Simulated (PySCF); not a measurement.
**Dipole response of Zn⁺ (zinc, charge +1)**

[Ar] 3d10 4s1, 2S determinant. Calculation: PySCF 2.14, in aug-cc-pwCVTZ-PP with ECP10MDF (8s8p7d4f3g, 122 functions); a scalar-relativistic core potential. Coupled (time-dependent) response in atomic units; α is the mean over directions.

```tsv
method	mean α (bohr³)	C₆ (like pair)	S(−4)
HSE06	17.55	71.16	262.5
```

S(−4) is the Cauchy moment in α(ω) = α(0) + S(−4) ω² + …

α(iu) at HSE06:

| u (hartree) | α(iu) (bohr³) |
| --- | --- |
| 0 | 17.55 |
| 0.0500 | 16.92 |
| 0.100 | 15.32 |
| 0.200 | 11.36 |
| 0.300 | 8.293 |
| 0.500 | 4.985 |
| 0.750 | 3.233 |
| 1.00 | 2.394 |
| 1.50 | 1.584 |
| 2.00 | 1.171 |
| 3.00 | 0.7354 |
| 5.00 | 0.3775 |

For an ion, C₆ is the dispersion term alone; charge-induced terms of lower order in 1/R come first.

Energies and moments cover only the electrons outside the core potential.
